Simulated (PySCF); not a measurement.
# Ca²⁺ (calcium, charge +2): MN15 calculation

Configuration: [Ar], closed-shell 1S. Computed with PySCF 2.14 in cc-pVDZ-X2C (5s4p2d, 27 functions), with the spin-free X2C one-electron Hamiltonian (Gaussian nucleus).

* Total energy: -680.007 hartree
* One-electron energy: -919.664 hartree
* Hartree (Coulomb) energy: 275.841 hartree
* Exchange-correlation energy: -36.184 hartree
* ⟨S²⟩: 0.0000
* ⟨L²⟩: 0.000
* Sum of ⟨r⟩: 12.71 bohr
* Sum of ⟨r²⟩: 15.34 bohr²
* Langevin diamagnetic susceptibility: -12.2 ×10⁻⁶ cm³/mol
* Time after the integrals: 0.24 s of wall time on 1 thread of Neoverse-V2 (shared host)

| shell | electrons | mean orbital energy (hartree) | rms radius, mean of both spins (bohr) |
| --- | --- | --- | --- |
| 1s | 2 | -145.45221 | 0.0889 |
| 2s | 2 | -15.73396 | 0.397 |
| 2p | 6 | -13.08532 | 0.363 |
| 3s | 2 | -2.43362 | 1.24 |
| 3p | 6 | -1.72028 | 1.36 |

Densities and radii are taken from the X2C orbitals without a picture-change correction, which distorts them close to the nucleus.
